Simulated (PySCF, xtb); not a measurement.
Se(OH)(SMe) (CH4OSSe), SMILES CS[Se]O. The values are those of a single conformer.

Harmonic wavenumbers (cm⁻¹) from GFN2-xTB run with xtb at its own minimum, in rising order: 86, 112, 184, 212, 296, 386, 545, 698, 937, 941, 964, 1310, 1440, 1444, 3037, 3047, 3063, 3554.

**Question.** What does PBE-D3(BJ)/def2-SVP (PySCF) give at its own minimum? (Estimate from the structure and the level; the computed values follow.)

**Answer.** 99, 126, 195, 218, 385, 413, 592, 670, 918, 921, 1048, 1263, 1381, 1398, 2978, 3090, 3108, 3657. Paired by order, the mean absolute difference is 42 cm⁻¹ and the zero-point energies are 31.8 and 32.1 kcal/mol.
